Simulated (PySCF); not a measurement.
# Reading a saddle point

A first-order saddle point of BH2Cl3, closed shell, PBE0-D4/def2-TZVP, with one imaginary mode of 889i cm⁻¹:

```
6
angstrom
B -0.2256 -0.1760 -0.2281
H 0.5652 0.7242 -0.7077
Cl 0.2579 -1.7679 -0.7987
Cl -1.8933 0.3746 -0.3245
H 0.7926 0.7208 0.3394
Cl 0.5029 0.1243 1.7196
```

Program: PySCF 2.14 with density fitting (its default auxiliary sets; JK sets also for MP2 and CCSD(T)). Basis: def2-TZVPP and def2-QZVPP. Cores are frozen in the correlated methods. Extrapolation: Hartree–Fock as exp(−7.88 √X), correlation as X^−2.97.

Task: Which contacts change along the imaginary mode, and what lies on either side? (A judgement: the text doesn't fix the answer.)

Result: The calculation gives: The step is BHCl₂ ([Cl][BH][Cl]) + HCl → BCl₃ ([Cl][B]([Cl])[Cl]) + H₂, with the molecules in contact on both sides. Shortening one way: B1–Cl6, H2–H5; lengthening the same way: B1–H2, H5–Cl6.
```
  pair  one side (Å)  saddle (Å)  other side (Å)
B1–Cl6          3.35        2.10            1.74
 H2–H5          3.17        1.07            0.75
 B1–H2          1.19        1.29            3.23
H5–Cl6          1.28        1.53            3.62
```

Task: Which side is lower, and how far does the saddle lie above each? (Judge from chemistry; the value comes from the calculation.)

Result: Computed: The side with B1–Cl6, H2–H5 short is lower by 48.7 kJ/mol; the saddle lies 161.9 kJ/mol above it and 113.2 kJ/mol above the other (CCSD(T) at an estimated basis limit (MP2 extrapolated from triple and quadruple zeta, plus CCSD(T) − MP2 in triple zeta); electronic energies).

T1 diagnostic: at most 0.012. The start structure is not quite a true minimum (one mode of 42i cm⁻¹). The end structure is not quite a true minimum (one mode of 53i cm⁻¹).

Labels in which every atom is bracketed show which atoms are joined, not bond orders.

For scale, one of the runs: CCSD(T)/def2-TZVPP, 185 basis functions, launched by `OMP_NUM_THREADS=4 python run.py`. Hardware: 4 CPU threads of a Oxide Virtual Turin-like, shared host. Wall time 3 min; peak host memory 2 GiB.
